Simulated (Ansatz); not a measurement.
Geometry optimisation, RHF/def2-SVP (Ansatz 0.2.0).

Input:

```yaml
crystal:
  periodic: [false, false, false]
  atoms:
    - { symbol: B, position_ang: [0.54794, -2.37723, 0.87528] }
    - { symbol: C, position_ang: [0.46657, -1.12624, 0.51624] }
    - { symbol: Si, position_ang: [0.0683, 0.54549, -0.11356] }
    - { symbol: Br, position_ang: [-1.97672, 0.48149, -1.02767] }
    - { symbol: H, position_ang: [0.93882, 0.95112, -1.20962] }
    - { symbol: H, position_ang: [1.19306, -0.43961, 0.95081] }
basis:
  gaussian: { orbitals: def2-SVP }
hamiltonian:
  xc: hf
relax:
  f_tol: 0.02
  max_steps: 50
```

Run as:

```bash
$ ansatz run input.yaml --threads 1 --pin off --max-ram 2048MiB --backend cpu --events-out ev --progress --plain --runs-dir out
```

**Question.** Where does it end, and by what steps?

**Answer.** The forces met the threshold. After 11 steps the energy has fallen by 3.732 eV; H6 moved furthest, 0.74 Å. The start is strongly strained (largest force component 14 eV/Å).

| step | energy less start (eV) | largest force component (eV/Å) | accepted |
| --- | --- | --- | --- |
| 0 | 0.0000 | 14.400 | yes |
| 1 | -2.2543 | 6.533 | yes |
| 2 | -3.1813 | 1.424 | yes |
| 3 | -3.4641 | 1.256 | yes |
| 4 | -3.5634 | 1.166 | yes |
| 5 | -3.6457 | 0.919 | yes |
| 6 | -3.6813 | 0.706 | yes |
| 7 | -3.7197 | 0.317 | yes |
| 8 | -3.7248 | 0.392 | yes |
| 9 | -3.7314 | 0.096 | yes |
| 10 | -3.7319 | 0.021 | yes |
| 11 | -3.7319 | 0.006 | yes |

```xyz
6
Properties=species:S:1:pos:R:3
B -0.017 -2.168 1.047
C 0.737 -0.957 0.543
Si 0.040 0.266 -0.412
Br -2.046 0.292 -1.072
H 0.733 1.453 -0.917
H 1.790 -0.851 0.802
```

Run time: 29 s on 1 thread of Arm Neoverse V1, on a shared host, peak memory 0.21 GiB.
